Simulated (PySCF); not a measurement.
PySCF 2.14 output of an unrestricted HSE06 calculation on a single atom or ion in dyall-av2z, with the non-relativistic Hamiltonian (point nucleus):

```
SCF conv_tol = 1e-09
number electrons alpha = 16  beta = 13
    J. Heyd, G. E. Scuseria, and M. Ernzerhof.,  J. Chem. Phys. 118, 8207 (2003)
    J. Heyd, G. E. Scuseria, and M. Ernzerhof.,  J. Chem. Phys. 124, 219906 (2006)
    A. V. Krukau, O. A. Vydrov, A. F. Izmaylov, and G. E. Scuseria.,  J. Chem. Phys. 125, 224106 (2006)
cycle= 1 E= -1640.07817568443  delta_E= -0.0148  |g|= 0.17  |ddm|= 0.215
cycle= 2 E= -1640.06859622895  delta_E= 0.00958  |g|= 0.339  |ddm|= 0.157
cycle= 3 E= -1640.08254525765  delta_E= -0.0139  |g|= 0.0209  |ddm|= 0.0713
cycle= 4 E= -1640.08261915625  delta_E= -7.39e-05  |g|= 0.00135  |ddm|= 0.00847
cycle= 5 E= -1640.08261944419  delta_E= -2.88e-07  |g|= 8.9e-05  |ddm|= 0.000978
cycle= 6 E= -1640.08261944658  delta_E= -2.39e-09  |g|= 7.55e-06  |ddm|= 9.38e-05
cycle= 7 E= -1640.0826194466  delta_E= -2e-11  |g|= 3.38e-06  |ddm|= 5.1e-06
converged SCF energy = -1640.0826194466  <S^2> = 3.7505601  2S+1 = 4.00028
```

The run itself started from symmetry-adapted Hartree-Fock orbitals and held the occupation by maximum overlap, on a logarithmic radial grid, so the iterations belong to that start.

Which element, charge and spin multiplicity is this?

Cu (copper, neutral), multiplicity 4; the state was [Ar] 3d9 4s1 4p1, one real determinant (an excited configuration).

⟨L²⟩ = 8.02 against 12 for a pure F term, so this real determinant mixes terms.
